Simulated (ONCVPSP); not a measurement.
## How hard is this H (Z = 1) ONCV potential?

* Element: hydrogen (H)
* Generator: ONCVPSP 4.0.1
* Type: optimised norm-conserving Vanderbilt (ONCV)
* Functional: Wu-Cohen
* Relativity: scalar-relativistic
* Frozen core: none
* Valence charge: 1
* Reference configuration: 1s1
* Partial waves: 1s: rc 1.45 bohr, ncon 4, nbas 8, qcut 11 1/bohr, 2 projectors, debl 1.6 Ha; p scattering state at 0.31 Ha: rc 1.50 bohr, ncon 3, nbas 7, qcut 5.6 1/bohr, 2 projectors, debl 2.8 Ha
* Local potential: polynomial inside 1.45 bohr (lpopt 5, dvloc0 0 Ha)
* Core correction: none

Task: For each optimised wave give the share of its norm inside rc, the residual kinetic energy above qcut (Ha) and the cutoffs (Ha) for errors of 10, 1, 0.1 and 0.01 mHa per electron.

Result:

| wave | norm inside rc | residual KE | 10 mHa | 1 mHa | 0.1 mHa | 0.01 mHa |
| --- | --- | --- | --- | --- | --- | --- |
| 1s | 0.505 | 5.0e-11 | 8.3 | 17.1 | 25.7 | 33.5 |
| s projector 2 | 0.107 | 1.3e-10 | 8.9 | 17.9 | 27.1 | 35.5 |
| p projector 1 | 0.097 | 1.1e-06 | 1.6 | 3.8 | 8.1 | 12.1 |
| p projector 2 | 0.147 | 1.4e-04 | 6.4 | 10.5 | 16.2 | 31.6 |

The occupied waves need 17 Ha and 26 Ha for 1 and 0.1 mHa.
